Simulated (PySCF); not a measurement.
## Dy (dysprosium, neutral) across methods

[Xe] 4f10 5d2, one real determinant (an excited configuration). All numbers are calculated (PySCF 2.14, the spin-free X2C one-electron Hamiltonian (Gaussian nucleus), in x2c-TZVPPall).

| method | E (hartree) | mean ε 4f α (eV) | mean ε 5d α (eV) | mean ε 4f β (eV) | Σ⟨r²⟩ (bohr²) | ⟨S²⟩ |
| --- | --- | --- | --- | --- | --- | --- |
| PBE | -12156.51 | -2.355 | -1.195 | 0.039 | 80.24 | 12.004 |
| PBE0 | -12156.35 | -5.033 | -1.675 | -2.238 | 79.13 | 12.003 |
| UHF | -12152.16008 | -13.156 | -2.887 | -9.018 | 81.11 | 12.005 |
| LDA | -12147.97 | -2.563 | -1.180 | 0.115 | 79.40 | 12.003 |

⟨L²⟩ = 46.55 against 90 for a pure M term, so this real determinant mixes terms. Spin-orbit coupling, absent here, splits the open shell strongly.

The highest occupied level is positive at PBE, LDA: only the finite basis holds that electron, which in a density functional comes from self-interaction.
